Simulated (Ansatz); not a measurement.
Born–Oppenheimer molecular dynamics of C₃H₁₀BNO (16 atoms, charge 0, multiplicity 1). It starts from a relaxed structure.

All numbers below come from Ansatz, RKS PBE0-D4/STO-3G.

| Quantity | Value |
| --- | --- |
| ensemble | NVE (Milne-controlled integrator) |
| time step | 0.5 fs |
| steps asked | 265 |
| starting velocities drawn for | 200 K |
| masses | H 2.014 u |
| seed | 988374 |

First frame:

```xyz
16
Properties=species:S:1:pos:R:3
C 0.666 -2.032 0.098
B 0.469 -0.624 0.800
C -0.097 0.630 0.028
C -0.647 0.640 -1.404
N 0.021 1.940 0.664
O -1.062 -0.188 0.942
H -0.034 -2.212 -0.727
H 1.680 -2.105 -0.317
H 0.555 -2.858 0.810
H 1.076 -0.388 1.775
H -0.952 -0.370 -1.704
H 0.141 0.979 -2.090
H -1.511 1.315 -1.500
H -0.242 2.699 -0.007
H 1.018 2.109 0.933
H -1.104 0.444 1.743
```

How far do the bonds stretch over the last three quarters of this one trajectory? (Pairs bonded in most of those frames.)


```tsv
bond	mean (Å)	spread (Å)	shortest	longest
C1–B2	1.586	0.013	1.56	1.61
C1–H7	1.097	0.007	1.08	1.11
C1–H8	1.099	0.016	1.07	1.12
C1–H9	1.097	0.005	1.09	1.11
B2–C3	1.581	0.021	1.54	1.62
B2–O6	1.599	0.033	1.55	1.66
B2–H10	1.174	0.010	1.15	1.19
C3–C4	1.536	0.021	1.50	1.59
C3–N5	1.463	0.022	1.42	1.50
C3–O6	1.558	0.015	1.53	1.60
C4–H11	1.098	0.026	1.05	1.14
C4–H12	1.100	0.016	1.07	1.13
C4–H13	1.101	0.014	1.07	1.13
N5–H14	1.048	0.010	1.03	1.07
N5–H15	1.047	0.014	1.02	1.07
O6–H16	1.022	0.006	1.01	1.03
```

Mean temperature of the second half: 100 K. The conserved energy stayed within 0.006 meV per atom of its start (net change -0.0014 meV per atom), so the integration is sound. Over the second half the temperature averaged 0.50 of the 200 K drawn at the start: a run that starts near a minimum puts about half its kinetic energy into the potential. A run of 0.13 ps of so small a system gives no equilibrium averages. Limits of this set-up: minimal basis.

Time of the run: 11 min on 1 thread of Arm Neoverse V1, with other jobs on the host, peak memory 0.093 GiB.
